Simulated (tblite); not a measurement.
C6H6ClF (charge -1 and doublet state).
Z-matrix (Å and degrees, GFN2-xTB geometry), rows numbered from 1:
```
C 
C   1  1.3687
Cl  2  1.7485  1  115.40
C   2  1.3995  1  127.47  3   179.98
F   4  1.4045  2  111.00  1     0.28
C   4  1.3918  2  136.68  1  -179.77
C   6  1.4006  4  130.61  2    -0.04
C   7  1.3614  6  124.16  4  -179.97
H   1  1.0739  2  121.50  3     0.06
H   1  1.0738  2  120.08  3  -179.81
H   6  1.0854  4  113.27  2   179.90
H   7  1.0813  6  118.51  4    -0.10
H   8  1.0794  7  121.65  6     0.03
H   8  1.0782  7  121.82  6   179.97
```

Method: GFN2-xTB as coded in tblite; computed harmonic values from a numerical Hessian at the method's own geometry, unscaled. Errors from tens to a few hundred cm⁻¹ against measured bands are possible. One conformer, not necessarily the lowest. Open shells enter through the occupations alone, without spin polarisation, and single modes of such species can be off by tens of per cent.

**Question.** How many normal modes are there?

**Answer.** 14 atoms, non-linear: 3N − 6 = 36.

**Question.** What is the point group of the computed structure, and how do the modes divide by symmetry?

**Answer.** Cs. The vibrations span 25 a′ + 11 a″.

**Question.** How many distinct wavenumbers does the calculation give?

**Answer.** 36: Cs has no degenerate species.

**Question.** How many fundamentals are allowed in the infrared by symmetry?

**Answer.** 36 of 36: in Cs every mode is allowed. All fundamentals are allowed in the Raman spectrum.

**Question.** Zero-point energy?

**Answer.** ½Σν̃ = 20790 cm⁻¹ = 248.7 kJ/mol (36 modes), 129.7 kJ/mol of it from above 1550 cm⁻¹.

**Question.** How far is the lowest real mode excited at 77 K, as a harmonic oscillator?

**Answer.** θ = hcν̃/k = 52 K for 36.3 cm⁻¹, so N1/N0 = 0.51 and ⟨v⟩ = 1/(exp(θ/T) − 1) = 1.
